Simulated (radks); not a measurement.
Coulomb parameter of the 4f shell of the gadolinium ion Gd+ in the model configuration [Xe] 4f6 5d2 6s1, as a second difference U = [E(n + 0.25) + E(n - 0.25) - 2 E(n)] / (0.25)^2 with all orbitals relaxed. "Bare": the charge of the atom changes with n. "Screened": the 5d shell takes up the change at fixed total charge, which measures U(4f,4f) + U(5d,5d) - 2 U(4f,5d). Calculated with a radial shooting solver on a logarithmic mesh with Libxc functionals: scalar-relativistic Kohn-Sham, PBE, spin-unpolarised, spherical densities, point nucleus.

case                     configuration  E - E(n) (eV)
start                 [Xe] 4f6 5d2 6s1          0.000
bare +0.25         [Xe] 4f6.25 5d2 6s1         -4.941
bare -0.25         [Xe] 4f5.75 5d2 6s1          5.975
screened +0.25  [Xe] 4f6.25 5d1.75 6s1         -2.838
screened -0.25  [Xe] 4f5.75 5d2.25 6s1          3.199

U(bare) = 16.540 eV, U(screened by 5d) = 5.770 eV, against the Slater integral F0(4f,4f) = 30.983 eV with frozen orbitals.
